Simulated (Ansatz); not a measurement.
Input and output for H₅InNOSi, SMILES `[NH2][In][O][SiH3]` radical.

```yaml
crystal:
  periodic: [false, false, false]
  atoms:
    - {symbol: N, position_ang: [-0.475019, 2.745036, -0.676135]}
    - {symbol: In, position_ang: [0.890283, 1.221995, -0.118684]}
    - {symbol: O, position_ang: [-0.126348, -0.455325, 0.149000]}
    - {symbol: Si, position_ang: [0.115907, -1.936324, 0.637590]}
    - {symbol: H, position_ang: [0.010968, 3.567965, -1.134667]}
    - {symbol: H, position_ang: [-1.110054, 2.336378, -1.458819]}
    - {symbol: H, position_ang: [-0.672251, -2.922053, -0.133335]}
    - {symbol: H, position_ang: [1.552425, -2.388183, 0.581967]}
    - {symbol: H, position_ang: [-0.314832, -2.154990, 2.102462]}
basis:
  gaussian: {orbitals: x2c-TZVPPall}
total_charge: 1
hamiltonian: {xc: {name: HF}}
output: {forces: true}
```

```sh
$ ansatz run in.yaml --threads 4 --pin off --events-out ev --progress --plain --max-ram 10444MiB
```

Output, abridged:

```
Functional definition: HF
1790 factors; their error is unknown
mean field evaluation 1: about -171419.3970 eV, gradient 7.6e1 eV
mean field evaluation 2: about -171420.5211 eV, gradient 7.3e1 eV
mean field evaluation 4: about -171430.3330 eV, gradient 2.7e0 eV
mean field evaluation 8: about -171430.3558 eV, gradient 1.2e-1 eV
mean field evaluation 16: about -171432.0230 eV, gradient 7.3e-5 eV
mean field -171432.02295728 eV, -6300.0106428812 hartree, gradient 1.9e-5 eV, S^2 0.000000; 0 other end points of the search recorded, 0 dependent functions left out
reference -171432.02295728 eV, -6300.0106428812 hartree; 41, 41 occupied and 193, 193 virtual orbitals, 1790 factors
Total energy: -171432.02295728 eV, -6300.0106428812 hartree
Relativity: scalar
Atom 0 at    -0.475019     2.745036    -0.676135 Å, force     0.882405     0.327977    -2.717775 eV/Å
Atom 1 at     0.890283     1.221995    -0.118684 Å, force    -3.211840    -0.400168    -0.546555 eV/Å
Atom 2 at    -0.126348    -0.455325     0.149000 Å, force     1.530211     3.142237    -0.678921 eV/Å
Atom 3 at     0.115907    -1.936324     0.637590 Å, force    -0.073404    -3.785571     2.174815 eV/Å
Atom 4 at     0.010968     3.567965    -1.134667 Å, force    -1.101637    -1.611471     1.079810 eV/Å
Atom 5 at    -1.110054     2.336378    -1.458819 Å, force     1.879459     0.804352     2.097174 eV/Å
Atom 6 at    -0.672251    -2.922053    -0.133335 Å, force     0.075800     0.399628    -0.194848 eV/Å
Atom 7 at     1.552425    -2.388183     0.581967 Å, force    -0.334989     0.588871    -0.174619 eV/Å
Atom 8 at    -0.314832    -2.154990     2.102462 Å, force     0.353995     0.534146    -1.039080 eV/Å
Dipole moment:     0.857027     1.109616    -0.435617 e Å
```

It took 4.7 s on 4 threads of an Arm Neoverse V1 on a shared host, with 0.79 GiB of host memory at the peak.
